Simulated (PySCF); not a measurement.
# What a mistake does to a calculation on C2ClGeH6 cation

Calculated results; nothing here was measured. They come from PySCF 2.14.0, an open-source quantum chemistry program, on an isolated molecule that a program drew, which may never have been made. The molecule is C2ClGeH6 cation (charge +1, singlet), drawn as the SMILES string `C[CH2][GeH+][Cl]`.

Each row is a Hartree-Fock (HF) and frozen-core CCSD(T) single point in the cc-pV(D+d)Z basis, meant for a local HF minimum. Run 1 is clean. Each other run has one planted mistake out of seven kinds, and not every kind appears here: one electron removed, one electron added, multiplicity raised by two, geometry at a saddle point, minimal basis STO-3G, one bond length entered in bohr, all coordinates scaled. The reference is restricted for singlets and unrestricted otherwise, and also for a bond in bohr. Adding or removing an electron swaps singlet and doublet. Electrons count all cores. HOMO and LUMO are orbital energies over both spins, the gradient is its largest component, and the lowest frequency (negative if imaginary) is given only where the gradient is small. Bond lengths are over the 9 bonds as drawn. T1 is the CCSD diagnostic: over 0.02 (restricted) or 0.045 (unrestricted) a single reference is doubtful. Germanium has the cc-pVDZ-PP basis, with a core potential (ECP10MDF) in place of its 10 inner electrons, and its 3s, 3p and 3d shells are frozen in CCSD(T).

Geometry of the clean run:
```xyz
10
C2ClGeH6 cation, angstrom
C    -2.0093   -0.9814   -1.1487
C    -0.5195   -0.6302   -1.0670
Ge   -0.1427    0.9904   -0.0804
Cl    1.8269    1.5916    0.1507
H    -2.5842   -0.2056   -1.6549
H    -2.4424   -1.1535   -0.1630
H    -2.1155   -1.9014   -1.7230
H     0.0755   -1.4040   -0.5726
H    -0.0652   -0.4696   -2.0496
H    -1.1207    1.9371    0.5823
```

```
run  electrons  basis functions  <S^2>  HOMO (eV)  LUMO (eV)  gradient (hartree/bohr)  lowest frequency (cm^-1)  mean bond (Å)  longest bond (Å)      T1  HF (hartree)  CCSD(T) (hartree)                          mistake
  1         66              104  0.000     -17.23      -5.24                  1.6e-05                        26         1.3902             2.072  0.0127    -831.88002         -832.45047                         no fault
  2         67              104  0.770      -6.80       2.32                  4.0e-02                         -         1.3902             2.072  0.0102    -832.10102         -832.68107               one electron added
  3         65              104  0.765     -22.48     -14.62                  7.0e-02                         -         1.3902             2.072  0.0693    -831.28669         -831.84456             one electron removed
  4         66              104  0.000     -17.01      -5.39                  3.4e-02                         -         1.4570             2.172  0.0142    -831.86079         -832.44022           all coordinates scaled
  5         66              104  0.903     -14.09      -6.81                  3.4e-02                         -         1.5815             3.655  0.0499    -831.77897         -832.33214  one bond length entered in bohr
  6         66              104  2.017     -12.80      -9.16                  1.1e-01                         -         1.3902             2.072  0.0513    -831.71674         -832.28978                                ?
```

**Which mistake was planted in run 6, and what did it cost?**

Electrons, basis and geometry are unchanged, and <S^2> is 2.017, beside S(S+1) = 2.00 for a multiplicity of 3. So the mistake is: multiplicity raised by two. Subtracting run 1 and multiplying by 627.51 kcal/mol a hartree, the energy moved by 102.5 kcal/mol in HF and 100.8 kcal/mol in CCSD(T).

Cautions from the logs. Run 3: T1 is over the limit, so its CCSD(T) energy is less reliable; run 5: T1 is over the limit, so its CCSD(T) energy is less reliable; run 6: T1 is over the limit, so its CCSD(T) energy is less reliable.
